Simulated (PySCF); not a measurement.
Ga(H)(Cl)2(NH3), H₄Cl₂GaN, singlet (CAM-B3LYP/def2-SVP optimised geometry):

```
8

Ga    -0.656     0.161     0.000
H     -1.408     1.521     0.000
Cl    -1.524    -1.521    -1.081
Cl     1.524     0.161     0.000
N     -0.888    -0.650     1.922
H     -1.865    -0.841     2.156
H     -0.485    -0.060     2.652
H     -0.386    -1.541     1.928
```

Method: PySCF 2.14.0 with CAM-B3LYP/def2-TZVP.

What are the frontier orbital energies and the dipole moment?

HOMO-2 -9.89 eV, HOMO-1 -9.64 eV, HOMO -9.58 eV, LUMO 0.38 eV, LUMO+1 1.40 eV; dipole moment 6.14 D.

Meta-Löwdin charges at CAM-B3LYP/def2-TZVP: Ga1 0.50, H2 -0.09, Cl3 -0.37, Cl4 -0.37, N5 -0.47, H6 0.26, H7 0.26, H8 0.27.
